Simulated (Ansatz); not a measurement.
A calculation with Ansatz (development build ahead of 0.2.0).

```yaml
crystal:
  periodic: [false, false, false]
  atoms:
    - { symbol: C, position_ang: [-0.03656, -0.00694, -1.47778] }
    - { symbol: Br, position_ang: [0.01595, -0.00726, 0.46515] }
    - { symbol: H, position_ang: [0.04363, -1.03122, -1.835] }
    - { symbol: H, position_ang: [-0.90926, 0.54247, -1.90159] }
    - { symbol: H, position_ang: [0.94951, 0.51904, -1.86622] }
basis:
  gaussian: { orbitals: def2-TZVP }
hamiltonian:
  xc: hf
correlation:
  method: mp2
  frozen_orbitals: { Br: 9, C: 1, H: 0 }
output:
  forces: true
```

The input is written out in the form of the current development build from the run's settings.

The run gave:

| Item | Value |
| --- | --- |
| Converged | yes |
| Reference energy | -2612.03621 hartree |
| Correlation energy | -0.45299 hartree |
| Total energy | -2612.48920 hartree |
| Spin squared of the determinant | 0.000 |
| Stability test | minimum among restricted orbitals |

Forces (eV/Å):
```
atom      Fx      Fy      Fz
  C1   2.097   1.436  -1.218
 Br2  -0.189   0.061  -0.574
  H3  -0.393  -0.013   0.153
  H4   0.583  -0.581   0.676
  H5  -2.099  -0.904   0.963
```
